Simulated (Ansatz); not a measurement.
Consider the cleavage of the Si–Si bond: `FC[SiH](F)[SiH3]` + H–F → `FC[SiH](F)F` + SiH₄.

Program: Ansatz. Geometries: PBE0-D4/def2-TZVP. ΔE: electronic, gas phase. CCSD(T)/CBS is the MP2 limit (def2-TZVPP, def2-QZVPP) plus CCSD(T) − MP2 in def2-TZVPP, frozen cores. This one scheme is used for every species. DFT in def2-TZVPP. One conformer a species, not always the lowest.

CCSD(T)/CBS gives -159.2 kJ/mol.

(1) Another level gave -163.1 kJ/mol. Which?
A. PBE0/def2-TZVPP
B. revPBE/def2-TZVPP
C. CAM-B3LYP-D4/def2-TZVPP
D. r2SCANh/def2-TZVPP

Largest T1 diagnostic among the species: 0.012.

Answers

(1) D. r2SCANh -163.1, CAM-B3LYP-D4 -170.2, revPBE -142.7, PBE0 -148.9 kJ/mol.

Leaving LDA and LC-ωPBE aside and taking each functional with its dispersion term where it has one, the values, not all of them listed here, spread over 33.3 kJ/mol, from B2PLYP to revPBE-D4. The D4 term adds +7.6 kJ/mol with B3LYP and +4.4 kJ/mol with PBE0; it sums over pairs of atoms, weighted by their polarisabilities, and B3LYP, whose exchange is more repulsive, gets the larger term. In def2-TZVPP, CCSD(T) changes the Hartree–Fock value by +28.9 kJ/mol (the triples alone add +3.8 kJ/mol) and MP2 by +23.9 kJ/mol.

CCSD(T)/CBS has its own doubt, a few kJ/mol and more with outer-core shells, so smaller differences from it don't rank the levels.

B3LYP here is the variant with VWN-RPA as its local correlation; programs differ in this.
